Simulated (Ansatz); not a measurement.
Coupled-cluster run, C$_{2}$H$_{5}$ClO$_{2}$Si, SMILES `Cl[SiH2]OC1CO1`.

```yaml
crystal:
  periodic: [false, false, false]
  atoms:
    - {symbol: Cl, position_ang: [-0.180939, -3.063603, 0.272874]}
    - {symbol: Si, position_ang: [0.452979, -1.558203, -0.970712]}
    - {symbol: O, position_ang: [-0.407670, -0.190382, -0.685323]}
    - {symbol: C, position_ang: [-0.501798, 0.449402, 0.529469]}
    - {symbol: C, position_ang: [-0.226128, 1.872310, 0.598624]}
    - {symbol: O, position_ang: [0.691586, 0.895970, 1.105523]}
    - {symbol: H, position_ang: [1.895465, -1.369311, -0.720812]}
    - {symbol: H, position_ang: [0.148613, -1.926926, -2.365016]}
    - {symbol: H, position_ang: [-1.196365, -0.030642, 1.215790]}
    - {symbol: H, position_ang: [-0.705365, 2.492552, 1.350794]}
    - {symbol: H, position_ang: [0.094923, 2.371935, -0.310711]}
basis:
  gaussian: {orbitals: def2-TZVPP}
correlation: {method: ccsd_t}
```

```sh
$ ansatz run in.yaml --threads 4 --pin off --events-out ev --progress --plain --max-ram 10444MiB
```

The program prints (abridged):

```
Functional definition: HF
  name "HF"
  cite "Fock, Z. Phys. 61, 126 (1930) doi:10.1007/BF01340294"
  parent pbe
  exchange = exact_x
  correlation = 0
1675 factors; integrals over basis functions are off by at most 1.1e-3 eV
mean field evaluation 1: about -26580.8309 eV, gradient 4.0e1 eV
mean field evaluation 2: about -26581.2488 eV, gradient 4.0e1 eV
mean field evaluation 4: about -26584.7591 eV, gradient 4.4e0 eV
mean field evaluation 8: about -26584.8249 eV, gradient 3.3e-1 eV
mean field -26584.82527499 eV, -976.9743090141 hartree, gradient 3.9e-6 eV, S^2 0.000000; 0 other end points of the search recorded, 0 dependent functions left out
14 core orbitals not correlated: weight in the atoms' cores, before any rotation towards them, 1.000 or more for the frozen orbitals, at most 0.000 for the correlated occupied ones
reference -26584.82527499 eV, -976.9743090141 hartree; 18, 18 occupied and 246, 246 virtual orbitals, 1675 factors
second order -29.95864500 eV of doubles, -0.00000000 eV of singles
cycle   1  -30.22522494 eV  change   -2.7e-1 eV  update   1.2e-1
cycle   2  -30.96269248 eV  change   -7.4e-1 eV  update   3.4e-2
cycle   3  -31.12714172 eV  change   -1.6e-1 eV  update   1.7e-2
cycle   4  -31.10960612 eV  change    1.8e-2 eV  update   3.6e-3
cycle   5  -31.10884651 eV  change    7.6e-4 eV  update   1.7e-3
cycle   6  -31.10996340 eV  change   -1.1e-3 eV  update   5.1e-4
cycle   7  -31.10969861 eV  change    2.6e-4 eV  update   2.2e-4
cycle   8  -31.10960700 eV  change    9.2e-5 eV  update   6.5e-5
cycle   9  -31.10963169 eV  change   -2.5e-5 eV  update   2.4e-5
perturbative correction -1.27662900 eV, -0.0469152504 hartree
Total energy: -26617.21153568 eV, -978.1644821423 hartree
```

It took 5 min on 4 threads of an Arm Neoverse V1 on a shared host, with 7.8 GiB of host memory at the peak.

MP2 recovers 92.5 % of the CCSD(T) correlation energy and the triples give 3.9 %; T1 = 0.0116.
